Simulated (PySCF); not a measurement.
# Radial density of Cu³⁺ (copper, charge +3)

r2SCAN, [Ar] 3d8, high-spin 3F determinant. Calculation: PySCF 2.14, in Sapporo-DKH3-DZP-2012 (6s4p3d1f, 40 functions); scalar relativity by spin-free X2C-1e.

| r (bohr) | 4πr²ρ (e/bohr) | 4πr²(ρα − ρβ) |
| --- | --- | --- |
| 0.00105 | 0.3406 | 0.0000 |
| 0.00177 | 0.8469 | 0.0000 |
| 0.00297 | 2.064 | 0.0001 |
| 0.00500 | 4.792 | 0.0002 |
| 0.00841 | 10.43 | 0.0003 |
| 0.0141 | 20.07 | 0.0006 |
| 0.0238 | 31.25 | 0.0011 |
| 0.0400 | 35.04 | 0.0022 |
| 0.0673 | 28.64 | 0.0091 |
| 0.113 | 33.27 | 0.0544 |
| 0.190 | 38.71 | 0.3184 |
| 0.320 | 19.38 | 1.2569 |
| 0.539 | 21.90 | 2.3550 |
| 0.906 | 14.02 | 1.6468 |
| 1.52 | 2.224 | 0.3714 |
| 2.56 | 0.1004 | 0.0181 |
| 4.31 | 0.003282 | 0.0006 |

Densities and radii are taken from the X2C orbitals without a picture-change correction, which distorts them close to the nucleus.
